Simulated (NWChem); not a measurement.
# GeNH4Br; SMILES [NH2][GeH2][Br]

```xyz
7

Ge     0.3721     0.9173     0.0000
N     -1.1253     1.9832     0.0000
Br    -0.0836    -1.4100     0.0000
H      1.1552     1.1901    -1.2969
H      1.1552     1.1901     1.2969
H     -1.7072     1.8674     0.8261
H     -1.7072     1.8674    -0.8261
```
Atoms are numbered in this order, from 1.

Structure relaxed at the B3LYP/6-31G* (spherical d) level. B3LYP is NWChem's, with the RPA form of VWN correlation.

Symmetry labels are those of Cs in the frame above (b1 and b2, or b-type labels, depend on it).

**Question.** List the 4 lowest vertical singlet excitations from B3LYP/def2-SVPD, TDA (NWChem).

**Answer.** 
| state | energy (eV) | oscillator strength | symmetry | leading excitation (squared amplitude) |
|---|---|---|---|---|
| S1 | 5.86 | 0.017 | a" | HOMO−1 → LUMO (0.99) |
| S2 | 5.88 | 0.033 | a' | HOMO → LUMO (0.79) |
| S3 | 6.32 | 0.002 | a' | HOMO → LUMO+1 (0.70) |
| S4 | 6.56 | 0.211 | a' | HOMO−2 → LUMO (0.46) |
